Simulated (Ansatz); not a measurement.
Consider the hydrogenolysis of the Sn–Ge bond: `[F][SnH2][GeH3]` + H₂ → `[F][SnH3]` + GeH₄.

Computed with Ansatz on PBE0-D4/def2-TZVP structures; ΔE is electronic, products minus reactants. CCSD(T)/CBS is the MP2 limit (def2-TZVPP, def2-QZVPP) plus CCSD(T) − MP2 in def2-TZVPP, frozen cores. This one scheme is used for every species. Functionals use def2-TZVPP. def2 core potentials past Kr. For Ge, Sn outer-core shells are correlated without core-valence functions, which leaves a few kJ/mol of doubt a bond. Scalar relativity is left out up to krypton.

`[F][SnH2][GeH3]`:

Z-matrix (Å, degrees):
```
Sn
Ge 1 2.596
F 1 1.933 2 104.6
H 1 1.707 2 115.6 3 -113.7
H 1 1.707 2 115.6 3 113.7
H 2 1.537 1 109.3 3 179.6
H 2 1.534 1 109.6 3 59.9
H 2 1.534 1 109.6 3 -60.7
```

H₂:

Cartesian coordinates in Å:
```
H -0.050 0.257 0.266
H 0.050 -0.257 -0.266
```

`[F][SnH3]`:

Z-matrix (Å, degrees):
```
Sn
F 1 1.926
H 1 1.701 2 104.7
H 1 1.701 2 104.7 3 -120.0
H 1 1.701 2 104.7 3 120.0
```

GeH₄:

Cartesian coordinates in Å:
```
Ge 0.000 0.000 0.000
H 0.450 1.155 0.904
H -1.528 -0.124 0.052
H 0.636 -1.308 0.487
H 0.442 0.277 -1.443
```

```
         level  ΔE (kcal/mol)  difference from CCSD(T)/CBS
       BLYP-D4            7.8                          0.3
      BHLYP-D4            5.5                         -2.0
  CAM-B3LYP-D4            4.5                         -3.0
      PBE-QIDH            5.7                         -1.8
        r2SCAN            6.7                         -0.8
     CAM-B3LYP            3.4                         -4.1
   HF/def2-SVP           -1.2                         -8.7
  MP2/def2-SVP            3.8                         -3.7
 CCSD/def2-SVP            2.3                         -5.2
CCSD/CBS(def2)            6.6                         -0.9
   CCSD(T)/CBS            7.5                            0
```

Largest T1 diagnostic among the species: 0.014.

From BLYP to BHLYP (50 % exact exchange), in def2-TZVPP and without D4, ΔE moves by −2.4 kcal/mol. In def2-TZVPP, CCSD(T) changes the Hartree–Fock value by +5.0 kcal/mol (the triples alone add +0.9 kcal/mol) and MP2 by +6.9 kcal/mol.

CCSD(T)/CBS has its own doubt, a few kJ/mol and more with outer-core shells, so smaller differences from it don't rank the levels.
